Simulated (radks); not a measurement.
Values are calculated unless marked as measured or tabulated.
Species: Mo IV. Configuration: [Kr] 4d3 (the NIST ground configuration). Level of theory: Dirac Kohn-Sham, PBE, spin-unpolarised, spherical densities, point nucleus; open shells fill j = l - 1/2 first (a radial shooting solver on a logarithmic mesh with Libxc functionals).

Normalised radial functions P(r) = r R(r) (large component), r in bohr:

r,3p3/2,4p3/2,4d3/2
0.004557,0.0169,0.0066,0.0001
0.006798,0.0356,0.0138,0.0002
0.01022,0.0742,0.0287,0.0006
0.01525,0.1470,0.0570,0.0017
0.02275,0.2765,0.1070,0.0051
0.03394,0.4799,0.1853,0.0141
0.05063,0.7351,0.2824,0.0368
0.07614,0.9164,0.3467,0.0893
0.1136,0.7417,0.2652,0.1858
0.1695,-0.0202,-0.0483,0.3178
0.2528,-1.1093,-0.4479,0.4051
0.3771,-1.6609,-0.4779,0.2972
0.5672,-1.1901,0.1472,-0.0973
0.8461,-0.4206,0.8818,-0.5930
1.262,-0.0620,0.9677,-0.8454
1.883,-0.0027,0.4897,-0.6825
2.809,0.0000,0.1112,-0.3247
4.224,0.0000,0.0082,-0.0737

3p3/2: eigenvalue -406.09 eV, 1 radial node at r = 0.168 bohr, <r> = 0.434 bohr, 90 % of the charge inside 0.655 bohr. 4p3/2: eigenvalue -69.089 eV, 2 radial nodes at r = 0.162, 0.527 bohr, <r> = 1.22 bohr, 90 % of the charge inside 1.80 bohr. 4d3/2: eigenvalue -33.005 eV, 1 radial node at r = 0.523 bohr, <r> = 1.60 bohr, 90 % of the charge inside 2.48 bohr.
